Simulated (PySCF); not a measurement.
# What a mistake does to a calculation on B2Ge2H8

All numbers below are calculated, not measured. They come from PySCF 2.14.0, an open-source quantum chemistry program, on an isolated molecule that a program drew, which may never have been made. The molecule is B2Ge2H8 (charge 0, singlet), drawn as the SMILES string `[GeH3][BH][BH][GeH3]`.

Each row is a Hartree-Fock (HF) and frozen-core CCSD(T) single point in the cc-pVDZ basis, meant for a local HF minimum. Run 1 is clean. Each other run has one planted mistake out of seven kinds, and not every kind appears here: one electron removed, one electron added, multiplicity raised by two, geometry at a saddle point, minimal basis STO-3G, one bond length entered in bohr, all coordinates scaled. The reference is restricted for singlets and unrestricted otherwise, and also for a bond in bohr. Adding or removing an electron swaps singlet and doublet. Electrons count all cores. HOMO and LUMO are orbital energies over both spins, the gradient is its largest component, and the lowest frequency (negative if imaginary) is given only where the gradient is small. Bond lengths are over the 11 bonds as drawn. T1 is the CCSD diagnostic: over 0.02 (restricted) or 0.045 (unrestricted) a single reference is doubtful. Germanium has the cc-pVDZ-PP basis, with a core potential (ECP10MDF) in place of its 10 inner electrons, and its 3s, 3p and 3d shells are frozen in CCSD(T).

Geometry of the clean run:
```xyz
12
B2Ge2H8, angstrom
Ge   -1.6793    0.5108    2.9302
B    -1.1152    0.4638    0.9092
B    -0.2699    1.7023    0.2095
Ge    1.8284    1.7483    0.2066
H    -3.2113    0.4531    3.0255
H    -1.2100    1.7699    3.6738
H    -1.1083   -0.7096    3.6665
H    -1.4186   -0.5314    0.3079
H    -0.8111    2.6463   -0.3006
H     2.4738    0.5561    0.9279
H     2.3294    3.0330    0.8819
H     2.3288    1.7450   -1.2457
```

```
run  electrons  basis functions  <S^2>  HOMO (eV)  LUMO (eV)  gradient (hartree/bohr)  lowest frequency (cm^-1)  mean bond (Å)  longest bond (Å)      T1  HF (hartree)  CCSD(T) (hartree)                     mistake
  1         82              114  0.000     -10.34       1.48                  6.6e-06                        46         1.5882             2.099  0.0151    -640.71553         -641.16281                    no fault
  2         81              114  0.790     -15.87      -7.78                  4.8e-02                         -         1.5882             2.099  0.0213    -640.38182         -640.81312        one electron removed
  3         82              114  2.045      -6.98      -1.71                  3.5e-02                         -         1.5882             2.099  0.0308    -640.58949         -641.03374  multiplicity raised by two
  4         83              114  0.763      -0.82       6.24                  3.8e-02                         -         1.5882             2.099  0.0310    -640.70080         -641.16944          one electron added
  5         82              114  0.000     -10.45       1.66                  2.3e-02                         -         1.5294             2.021  0.0151    -640.70177         -641.14712      all coordinates scaled
  6         82              114  0.848      -8.72       1.34                  7.4e-03                         -         1.7124             2.902  0.0416    -640.61391         -641.04850                           ?
```

**Which mistake was planted in run 6, and what did it cost?**

The mean bond changes by a factor of 1.078 and the longest by 1.383, so the molecule wasn't scaled as a whole. A length L in bohr read as angstrom grows by (1/0.5292 - 1) L = 0.890 L. The 11 bonds together grew by 11 x 0.1242 = 1.366 Å, which gives L = 1.536 Å. That is the length of one of the Ge-H bonds, 1.536 Å in the clean geometry. So the mistake is: one bond length entered in bohr. Subtracting run 1 and multiplying by 627.51 kcal/mol a hartree, the energy moved by 63.8 kcal/mol in HF and 71.7 kcal/mol in CCSD(T).

